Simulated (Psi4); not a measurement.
A dimer, Br2Ge ··· HCl (SMILES [Br][Ge][Br] and Cl); the first 3 atoms form monomer A.

```
5

Ge     0.0312     0.0170     0.9978
Br     1.0147    -1.5252    -0.5053
Br    -1.0459     1.5082    -0.4924
Cl    -2.6928    -1.7143     1.2163
H     -3.1024    -1.5219     0.0168
```

### Question
What interaction energy does SAPT0/jun-cc-pVDZ, frozen core in Psi4 give, and which attractive term is the largest?

### Answer
Total -13.70 kJ/mol: electrostatics -26.15, exchange 35.39, induction -11.80, dispersion -11.14. The most attractive term is electrostatics.
